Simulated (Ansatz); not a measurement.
C₂H₅FGeSi, SMILES `F[C]1=[CH][GeH]1[SiH3]`, charge 0, multiplicity 1.

**Question.** Give a relaxed structure at PBE0-D4/def2-TZVP (Ansatz). (Best estimate.)

**Answer.** Computed: 
Z-matrix (Å, degrees):
```
Ge
Si 1 2.373
C 1 1.905 2 120.7
C 1 1.951 2 120.1 3 -46.4
H 1 1.541 2 118.0 3 158.3
H 2 1.486 1 110.2 3 -98.9
H 2 1.484 1 108.0 3 21.2
H 2 1.487 1 110.1 3 141.1
F 3 1.322 1 152.1 2 79.3
H 4 1.081 1 151.1 2 -77.9
```
This is one stationary point; other conformers may exist.
